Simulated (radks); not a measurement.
Results of a calculation; reference values are marked as such.
Problem. Ionisation of Ar, [Ar], to Ar+, [Ne] 3s2 3p5, under several functionals. Scalar-relativistic Kohn-Sham, spin-polarised, spherical densities, finite nucleus; open shells are filled with parallel spins first; a radial shooting solver on a logarithmic mesh with Libxc functionals. Known Delta-SCF values: LDA (Slater exchange, Perdew-Zunger correlation) 15.933 eV; exchange-only r2SCAN 15.241 eV; r2SCAN 16.156 eV. What does OLYP give, and what is its highest occupied eigenvalue?

Solution. 15.752 eV by Delta-SCF; the 3p eigenvalue is -10.226 eV. NIST: 15.760 eV (measured).
